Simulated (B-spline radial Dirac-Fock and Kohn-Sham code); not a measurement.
## Photoabsorption cross section of Ni⁷⁺ by shell

System: Ni⁷⁺, configuration [Ar] 3d3.

The run's input, task.json:

```json
{"items": [{
  "Z": 28,
  "q": 7,
  "cfg": [[1, 0, 2], [2, 0, 2], [2, 1, 6], [3, 0, 2], [3, 1, 6], [3, 2, 3]],
  "A": 58,
  "rrms": 3.7757,
  "do": ["binding", "quiet", "photo", "scan"],
  "hv": [37.9, 64.6, 72.7, 174.0, 230.0, 299.0, 329.0, 538.0, 550.0, 850.0, 3260.0, 4640.0, 4950.0, 4970.0, 12300.0, 26200.0, 53400.0, 57500.0, 63700.0, 66700.0, 81700.0, 95600.0, 121000.0, 150000.0]
}]}
```

Command: `python xray_run.py task.json out`

Method: the independent-particle Dirac-Slater model, thresholds from Dirac-Fock. Computed with a radial atomic solver.

Computed thresholds (eV): K 8511.6, L1 1196.3, L2 1055.3, L3 1038.2, M1 275.9, M2 228.6, M3 226.0, M4 159.6, M5 159.2.

```
photon energy (eV)  total (b)  K (%)  L (%)  M (%)
               174  1.931e+06      –      –  100.0
               230  2.105e+06      –      –  100.0
               299  1.560e+06      –      –  100.0
               329  1.318e+06      –      –  100.0
               538     513400      –      –  100.0
               550     491000      –      –  100.0
               850     194500      –      –  100.0
              3260      56360      –   86.9   13.1
              4640      21600      –   86.6   13.4
              4950      18070      –   86.5   13.5
              4970      17870      –   86.5   13.5
             12300      11810   88.2   10.1    1.6
             26200       1435   89.2    9.3    1.5
             53400      176.2   89.6    9.0    1.5
             57500      141.0   89.6    8.9    1.5
             63700      103.5   89.6    8.9    1.5
             66700      90.02   89.6    8.9    1.5
             81700      48.57   89.6    8.9    1.5
             95600      30.05   89.7    8.9    1.5
            121000      14.60   89.7    8.9    1.5
            150000      7.564   89.7    8.8    1.5
```

**Question.** With what power of the photon energy does the total fall between 121000 and 150000 eV?

**Answer.** As E^-3.06. The non-relativistic Born limit for an s electron far above threshold is E^-3.5; near threshold and at relativistic energies the fall is slower.

Run: 4.2 s of CPU time on 1 thread of Intel(R) Xeon(R) Platinum 8375C CPU @ 2.90GHz (shared host), peak memory 0.32 GiB.
